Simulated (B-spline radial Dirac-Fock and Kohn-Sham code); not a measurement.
## The free scandium atom: differential elastic cross section for electrons at 832 eV

These are calculated numbers from a radial atomic solver; the model is relativistic (Dirac) partial waves in the static field of the Dirac-Fock atom with Furness-McCarthy exchange, without polarisation or absorption potentials.

The run's input, task.json:

```json
{"items": [{
  "Z": 21,
  "q": 0,
  "cfg": [[1, 0, 2], [2, 0, 2], [2, 1, 6], [3, 0, 2], [3, 1, 6], [3, 2, 1], [4, 0, 2]],
  "A": 45,
  "rrms": 3.5459,
  "do": "elastic",
  "energies": [[832.0, 0]],
  "theta": [5, 10, 15, 20, 25, 30, 35, 40, 45, 50, 55, 60, 65, 70, 75, 80, 85, 90, 95, 100, 105, 110, 115, 120, 125, 130, 135, 140, 145, 150, 155, 160, 165, 170, 175]
}]}
```

Launch: `python xray2_run.py task.json out`

```
θ (°)  dσ/dΩ (a₀²/sr)  Sherman function
    5            69.5             0.000
   10            15.9             0.000
   15            5.56             0.000
   20            2.41             0.000
   25            1.24             0.000
   30           0.752             0.000
   35           0.508             0.001
   40           0.362             0.002
   45           0.266             0.003
   50           0.200             0.005
   55           0.154             0.006
   60           0.121             0.007
   65          0.0981             0.007
   70          0.0813             0.006
   75          0.0691             0.004
   80          0.0605             0.001
   85          0.0544            -0.002
   90          0.0506            -0.006
   95          0.0484            -0.010
  100          0.0478            -0.014
  105          0.0484            -0.016
  110          0.0500            -0.017
  115          0.0526            -0.018
  120          0.0558            -0.018
  125          0.0597            -0.017
  130          0.0639            -0.015
  135          0.0684            -0.014
  140          0.0729            -0.012
  145          0.0774            -0.011
  150          0.0816            -0.009
  155          0.0855            -0.007
  160          0.0888            -0.006
  165          0.0915            -0.004
  170          0.0936            -0.003
  175          0.0948            -0.001
```

The total elastic cross section is 8.65 a₀², the first transport cross section 1.07 a₀² and the second, weighted with (3/2) sin²θ, 1.49 a₀². The mean deflection is ⟨1 − cos θ⟩ = 0.124, and 4.5 % of the collisions scatter beyond 90°.

On this grid of angles the cross section has a minimum near 100°, from interference among the few low partial waves with large phase shifts.
